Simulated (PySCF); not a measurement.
**YH₂: fields on a plane**

Method: PySCF, UPBE0, basis Y def2-TZVP with ECP28, H def2-TZVP (scalar-relativistic core potentials, no spin–orbit coupling, density fitting).

The doublet minimum has Y–H 1.957 Å (×2); H–Y–H 115.4°.

The plane holds Y1 at (0.00, 0.00), H2 at (1.96, 0.00), H3 at (-0.84, 1.77) Å. Columns run from x = -2.85 to 4.35 Å, rows from y = 4.05 (top) to -1.95 Å, in steps of 0.3 Å. Other isomers or separated fragments may lie lower. Core electrons replaced by a potential are absent, the electrostatic potential uses the reduced nuclear charge, and values within about 0.7 Å of such atoms have no physical meaning.

Task: Give the spin density (e/Å³) (cut at ±0.5 e/Å³). Every second row and column.

Result: 
```
 0.00  0.00  0.00  0.00  0.00  0.00  0.00  0.00  0.00  0.00  0.00  0.00  0.00
 0.00  0.00  0.00  0.00  0.00  0.00  0.00  0.00  0.00  0.00  0.00  0.00  0.00
 0.00  0.00  0.00  0.00  0.00  0.00  0.00  0.00  0.00  0.00  0.00  0.00  0.00
 0.00  0.00  0.00  0.00  0.00  0.00  0.00  0.00  0.00  0.00  0.00  0.00  0.00
 0.00  0.00  0.00  0.02  0.01  0.00  0.00  0.00  0.00  0.00  0.00  0.00  0.00
 0.00  0.00  0.00  0.02  0.02  0.00  0.00  0.00  0.00  0.00  0.00  0.00  0.00
 0.00  0.00  0.00  0.03  0.16 -0.01  0.00  0.00  0.00  0.00  0.00  0.00  0.00
 0.00  0.00  0.00  0.01  0.13  0.02  0.10  0.02  0.03  0.00  0.00  0.00  0.00
 0.00  0.01  0.01  0.01  0.00  0.06  0.04  0.01  0.00  0.00  0.00  0.00  0.00
 0.00  0.01  0.02  0.03  0.02  0.00  0.00  0.00  0.00  0.00  0.00  0.00  0.00
 0.00  0.00  0.01  0.02  0.02  0.01  0.00  0.00  0.00  0.00  0.00  0.00  0.00
```

Task: Give the lowest empty orbital (Å^-3/2) at -1.93 eV (cut at ±0.3; overall sign arbitrary). Lower edges of the bins (Å^-3/2): '_' -0.300, '.' -0.249, ':' -0.198, '-' -0.147, '=' -0.096, '+' -0.045, '*' 0.005, '#' 0.056, '%' 0.107, '@' 0.158; top 0.21, each point printed twice.

Result: 
```
++++++++++++++++++++++++++++++++++++++++++++++++++
++++++++++++++++++++++++++++++++++++++++++++++++++
++++++++++++++++++++++++++++++++++++++++++++++++++
++++++++++++++++++++++++++********++++++++++++++++
++++++++++++++++++++++++************++++++++++++++
++++++++++++====++++++++************++++++++++++++
++++++++++========++++**************++++++++++++++
++++++++====--::==++++**************++++++++++++++
++++++++==--::::--++**************++++++++++++++++
++++++++====----==++**######****++++++++++++++++++
****++++++==------++##%%####****++++++++++++++++++
******++++==--::..==##%%%%##**++++++++++++++++++++
********++==::____::##%%##**++========++++++++++++
**********++--____--**==--====--::--==++++++++++++
****######**++::__++--____::--::::--==++++++++++++
**######%%%%##**==::______::------====++++++++++++
**####%%%%%%@@%%##++::..::--========++++++++++++++
######%%%%@@@@@@@@%%**++====++++++++++++++++++++++
######%%%%@@@@@@@@@@####****++++++++++++++++++++++
**####%%%%@@@@@@@@@@%%####******++++++++++++++++++
**######%%%%%%@@@@%%%%####**********++++++++++++++
```

Open d and f shells are described by one determinant, and the ground state may have another occupation or spin.
